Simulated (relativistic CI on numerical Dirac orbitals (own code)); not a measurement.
One change at a time: Tl LXXIV

Base calculation: Dirac-Coulomb-Breit CI, separate exchange-only KLI orbitals for each configuration, model QED (radiative potential, 1s self-energy scaled to tabulated hydrogen-like ionisation energies), unscaled Slater integrals.

Configurations in the expansion (outside the closed core 1s2): 2s2 2p4, 2s 2p5, 2p6, 2s2 2p3 3s, 2p5 3s, 2p5 3p, 2s2 2p3 3p, 2p5 3d, 2s2 2p3 3d, 2s 2p4 3s, 2s 2p4 3p, 2s 2p4 3d, 2s2 2p3 4s, 2s2 2p3 4p, 2s2 2p3 4d, 2s2 2p3 4f, 2s2 2p2 3s2, 2s2 2p2 3s 3p, 2s 2p4 4s, 2s2 2p3 5s, 2s2 2p2 3s 3d, 2s2 2p3 5p, 2s2 2p2 3p2, 2s 2p4 4p, 2s2 2p3 5d, 2s2 2p3 5f, 2s2 2p3 5g, 2s 2p4 4d, 2s 2p4 4f, 2s2 2p2 3p 3d, 2s 2p3 3s2, 2s2 2p2 3d2, 2s 2p3 3s 3p, 2s 2p3 3s 3d, 2s 2p3 3p2, 2s 2p3 3p 3d. Levels of other configurations are missing.

Variants: (1) configuration mixing switched off; (2) Breit term removed. Shifts of the energy above 2s2 2p4 3P_2, in eV, for the lowest level and the first level of each name with at least 55 % of one term (blank where a level changes its place among those of its configuration and J or its character, or is not in the variant):

```csv
Level,Base,Δ(1),Δ(2)
2s2 2p4 3P_2,0.0,0.0,0.0
2s2 2p4 1S_0,70.1,+1.9,-11.7
2s2 2p4 3P_1,2135.8,-0.4,+18.4
2s2 2p4 1D_2,2154.5,-0.4,+29.0
2s 2p5 3P°_2,2607.9,-0.4,+1.4
2s 2p5 1P°_1,2704.8,+0.1,-2.7
2s2 2p4 3P_0,4323.2,+4.3,+39.5
2s 2p5 3P°_0,4758.4,-0.6,+18.9
2s 2p5 3P°_1,4799.2,-0.4,+25.5
2p6 1S_0,5355.7,-6.5,-4.1
2s2 2p3 3p 3P_0,11187.6,+0.8,+11.6
2s2 2p3 3d 3P°_0,11276.7,+0.1,+11.3
2s2 2p3 3s 3S°_1,12502.2,+0.2,+41.0
2s2 2p3 3s 3D°_3,12512.9,+0.2,+55.2
```

At this charge energies of transitions that change n are usually good to better than 1 %, and those within a shell (Δn = 0) to a few per cent.

Ionisation energy from the two ground configurations alone: base 19836.8 eV; Breit term removed 19860.8 eV. The NIST ASD value (theoretical) is 19840 eV.

LS names give the leading component of a level, which can be under half, so a name can repeat, a term be missing and a line seem to break the LS rules.
